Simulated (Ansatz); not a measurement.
Born–Oppenheimer molecular dynamics of C₃H₈O₂Si (14 atoms, charge 0, multiplicity 1). It starts from a relaxed structure.

These are results of RKS BHLYP/STO-3G (Ansatz 0.2.0), not measurements.

- ensemble: NVE (velocity Verlet)
- time step: 0.5 fs
- steps asked: 250
- starting velocities drawn for: 500 K
- seed: 421814

First frame:

```xyz
14
Properties=species:S:1:pos:R:3
C -1.552 -0.199 -1.164
Si -0.429 0.336 0.222
C -0.524 -0.886 1.671
O -1.265 -1.880 1.731
C 1.357 0.413 -0.380
O 2.206 0.777 0.746
H -1.522 0.505 -1.992
H -1.268 -1.177 -1.547
H -2.583 -0.267 -0.823
H -0.812 1.631 0.704
H 0.159 -0.667 2.528
H 1.652 -0.558 -0.806
H 1.440 1.147 -1.198
H 3.128 0.796 0.337
```

Task: What does the run give?

Result: The run went to its last step.

```yaml
steps_done: 250
time_covered: 125 fs
mean_temperature_over_the_second_half: 250 K
spread_of_the_potential_energy_over_the_second_half: 5.0 meV per atom
mean_potential_energy_of_the_second_half_above_the_start: 27.9 meV per atom
```

The conserved energy stayed within 0.47 meV per atom of its start (net change 0.25 meV per atom), so the integration is sound. The temperature averaged 0.50 of the 500 K drawn at the start: a run that starts near a minimum puts about half its kinetic energy into the potential. A run of 0.12 ps of so small a system gives no equilibrium averages. Limits of this set-up: minimal basis.

Task: What happens to the structure?

Result: The same pairs are bonded in the first frame and the last. Pairs count as bonded within 1.25 times the sum of covalent radii (0.12 Å more for H–H). Another seed would give other details.

Task: How do temperature and energy run in time?

Result: 
```json
{"time (fs)": "0.0", "T (K)": "500", "potential energy less start (eV)": "0.000", "conserved less start (meV/atom)": "0.00"}
{"time (fs)": "10.0", "T (K)": "304", "potential energy less start (eV)": "0.306", "conserved less start (meV/atom)": "0.14"}
{"time (fs)": "20.0", "T (K)": "343", "potential energy less start (eV)": "0.246", "conserved less start (meV/atom)": "0.19"}
{"time (fs)": "30.0", "T (K)": "234", "potential energy less start (eV)": "0.417", "conserved less start (meV/atom)": "0.24"}
{"time (fs)": "40.0", "T (K)": "289", "potential energy less start (eV)": "0.330", "conserved less start (meV/atom)": "0.23"}
{"time (fs)": "50.0", "T (K)": "292", "potential energy less start (eV)": "0.324", "conserved less start (meV/atom)": "0.15"}
{"time (fs)": "60.0", "T (K)": "320", "potential energy less start (eV)": "0.281", "conserved less start (meV/atom)": "0.15"}
{"time (fs)": "70.0", "T (K)": "252", "potential energy less start (eV)": "0.389", "conserved less start (meV/atom)": "0.27"}
{"time (fs)": "80.0", "T (K)": "195", "potential energy less start (eV)": "0.477", "conserved less start (meV/atom)": "0.31"}
{"time (fs)": "90.0", "T (K)": "213", "potential energy less start (eV)": "0.451", "conserved less start (meV/atom)": "0.35"}
{"time (fs)": "100.0", "T (K)": "178", "potential energy less start (eV)": "0.504", "conserved less start (meV/atom)": "0.36"}
{"time (fs)": "110.0", "T (K)": "272", "potential energy less start (eV)": "0.357", "conserved less start (meV/atom)": "0.25"}
{"time (fs)": "120.0", "T (K)": "223", "potential energy less start (eV)": "0.432", "conserved less start (meV/atom)": "0.23"}
```

The run took 10 min on 1 thread of Arm Neoverse V1, with other jobs on the host, peak memory 0.099 GiB.
